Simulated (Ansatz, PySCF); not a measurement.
System: sum formula H2SiO2Br, charge 0, multiplicity 2. It need not be the lowest isomer of its formula. 
Coordinates optimised at B3LYP-D3(BJ)/def2-TZVP (Ansatz, a quantum-chemistry and plane-wave program):
SMILES: O[Si](O)Br
```xyz
6

Si    -0.5479    -0.1695    -0.8849
Br     1.0149     0.0717     0.7441
O     -1.4318     1.2138    -1.0253
O     -1.6132    -1.3515    -0.5085
H     -0.9638     2.0543    -1.0420
H     -2.5263    -1.0904    -0.3416
```
Charge 0, spin multiplicity 2.

Property: atomisation energy (electronic, to ground-state atoms), in eV. Correlated levels leave the core frozen unless marked. UHF or UKS for open shells. Spin-orbit coupling is left out. The frozen core is the preceding noble-gas configuration, with the filled d and f shells of earlier blocks. No relativistic terms. The coupled-cluster limit lacks core correlation, which all-electron functionals hold. CBS(X,Y): correlation extrapolated as X^-3; Hartree-Fock from the larger set. [CCSD(T)-MP2]/basis is that difference in the basis named.

```tsv
level	program	atomisation energy (eV)
HF-D4/def2-TZVPD	PySCF + dftd4	15.70
```

### Question
Estimate the value at RI-MP2/CBS(def2-TZVPP,def2-QZVPP)+[CCSD(T)-MP2]/def2-TZVPP as computed with Ansatz.

### Answer
22.29 eV
